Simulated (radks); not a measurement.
Spherical quantum dot in the effective-mass picture: electrons in a parabolic well V = omega^2 r^2 / 2 with omega = 0.201, all in effective atomic units (hartree* = m*/eps^2 hartree, bohr* = eps/m* bohr), one dielectric constant everywhere. Calculated with a radial shooting solver with Libxc functionals: non-relativistic Kohn-Sham, PBE, spin-polarised, spherical densities. Levels are named by radial order and angular momentum (1s, 1p, 1d, 2s, ...), and open shells are averaged over m. Results are scaled to m* = 0.533 and eps = 7.7, for which hartree* = 244.6 meV and bohr* = 0.7645 nm.

N = 7, configuration 1s2 1p(up 3, down 2). This is the lowest configuration that the search found. Occupied and some empty levels:

level    occupation  eigenvalue (meV)  <r> (nm)
1s up             1            415.69     2.898
1s down           1            418.03     2.863
1p up             3            437.73     3.448
1p down           2            440.61     3.444
1d up             0            465.26     3.861
1d down           0            468.18     3.869
2s up             0            477.91     3.286
2s down           0            479.24     3.290
1f up             0            496.78     4.211
1f down           0            499.57     4.225

Energy (meV): total 1866.19, kinetic 215.22, external 702.47, Hartree 1251.6, exchange-correlation -303.07.

Electron density:

r (nm)  n(r) (e/nm^3)
0.311         0.01620
0.657         0.01768
1.00          0.01991
1.35          0.02241
1.70          0.02463
2.04          0.02600
2.39          0.02607
2.73          0.02463
3.08          0.02174
3.43          0.01777
3.77          0.01334
4.12         0.009107
4.47         0.005611
4.81         0.003126
5.16         0.001588
5.50        0.0007376
5.85        0.0003121
6.20        0.0001200
6.54       0.00004182
6.89       0.00001321
